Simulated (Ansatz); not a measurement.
Molecule: 3-chlorofuran, C4H3ClO (charge 0, singlet). 
Coordinates optimised at B3LYP-D3(BJ)/def2-TZVP (Ansatz, a first-principles code):
```xyz
9

Cl     1.6955     1.0514    -0.0961
C      0.2358     0.1442    -0.0133
C     -1.0895     0.6795     0.0215
C     -1.9099    -0.3966     0.0849
O     -1.1881    -1.5501     0.0916
C      0.1276    -1.2069     0.0310
H     -1.3687     1.7183     0.0013
H     -2.9785    -0.5073     0.1290
H      0.8459    -2.0056     0.0273
```
Charge 0, spin multiplicity 1.

Parts of the frozen-core correlation energy in cc-pV(Q+d)Z (Ansatz, hartree). Frozen orbitals: 10; correlated occupied orbitals by spin: 16 and 16; virtual: 403 and 403. No spin-orbit coupling. No relativistic terms. The restricted reference is unstable.

| term | value |
|---|---|
| reference (HF) | -687.65849 |
| MP2 opposite-spin | [?] |
| MP2 same-spin | -0.28218 |
| CCSD correlation | [?] |
| (T) | [?] |
| T1 diagnostic | 0.013 |
| largest doubles amplitude | 0.069 |

Fill in the missing entries.


- MP2 opposite-spin, value: -0.84515
- CCSD correlation, value: -1.13929
- (T), value: -0.06020
